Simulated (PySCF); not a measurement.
Species: C4H7Si (doublet state).
Z-matrix (Å and degrees, GFN2-xTB geometry), rows numbered from 1:
```
Si
C   1  1.8147
C   2  1.3602  1  136.78
C   3  1.4970  2   94.70  1  -179.89
C   2  1.5195  1  130.85  3  -179.72
H   1  1.4472  2  122.13  3    -0.41
H   1  1.4485  2  119.84  3  -179.88
H   3  1.0741  2  133.89  1     0.31
H   4  1.0916  3  115.64  2   115.91
H   4  1.0916  3  115.51  2  -115.61
H   5  1.0891  2  115.06  1    63.99
H   5  1.0891  2  115.16  1   -64.23
```

The hyperfine couplings belong to this conformer and change with its torsions.

The species is `[SiH2]C1=CCC1` [radical].

Method used: UKS B3LYP, pcH-1 on C H Si, non-relativistic, mean-field spin-orbit, GIAO (PySCF). Geometry: GFN2-xTB; no solvent, vibrations or thermal averaging. GFN2-xTB frequencies show an imaginary mode (67i cm⁻¹), so this geometry is no minimum at that level. The geometry wasn't refined by DFT: couplings that depend on bond lengths, twists or pyramidal angles can differ widely from those at the functional's own minimum, by a factor of two or more for some ions and for spin on atoms past the first row. The SCF solution wasn't tested for stability.

Task: Break the g tensor into its mass correction, gauge correction and orbital-Zeeman/spin–orbit terms.

Result: 
| Δg (ppm) | 1 | 2 | 3 |
| --- | --- | --- | --- |
| relativistic mass correction | -123 | -123 | -123 |
| gauge correction | 0 | 30 | 30 |
| orbital Zeeman/spin–orbit | -3 | 1437 | 2538 |
| total | -126 | 1344 | 2446 |

So g = 2.00219, 2.00366, 2.00476 and g_iso = 2.00354; the tensor is rhombic: the two nearest values differ by 43 % of g3 − g1. Axes: g2 points within 4° of the C3–H8 bond and g3 points within 5° of the Si1–C2 bond.

Task: At 9.435 GHz, how far is the centre of the isotropic spectrum from where a free electron (g = 2.002319) resonates?

Result: B = hν/(g μB) with μB/h = 13.99624 MHz/mT gives 336.66 mT for the free electron and 336.46 mT at g_iso, 0.21 mT lower.

Task: What effective moment and Curie constant follow for a powder?

Result: With the mean of g² = 4.0142 and S(S+1) = 0.75: μ_eff = √(⟨g²⟩S(S+1)) = 1.735 μB and χT = 0.12505·⟨g²⟩·S(S+1) = 0.376 cm³ K/mol (cgs; spin-Hamiltonian part alone).

Task: What are the electron Larmor frequencies g μB B/h along the three axes at 1200 mT?

Result: 33.6278, 33.6525, 33.6710 GHz for g1, g2 and g3, a range of 43.2 MHz.

Task: In a frozen sample, at which fields do the three g values resonate at 9.5, 34, 94 and 263 GHz (hyperfine left aside), and which band first spreads them over more than twice a line width of 0.5 mT?

Result: 
```tsv
band	GHz	B(g3) mT	B(g2) mT	B(g1) mT	spread mT
X	9.5	338.57	338.76	339.00	0.43
Q	34.0	1211.72	1212.39	1213.28	1.56
W	94.0	3350.06	3351.90	3354.36	4.30
J	263.0	9373.05	9378.20	9385.08	12.04
```

The spread grows in proportion to the frequency. Q band is the first where it exceeds 1.0 mT.

The Mulliken spin populations are largest on Si1 (+0.95), C3 (+0.34) and C2 (-0.19). The positive populations add up to 1.34 and the negative ones to -0.34, together 2S = 1. The angles at Si1 add up to 360.0°, so it is planar; its axial dipolar tensor and the negative couplings of its protons fit spin in a p orbital normal to that plane.

The HOMO–LUMO gaps are 4.83 eV among the α and 4.95 eV among the β orbitals.
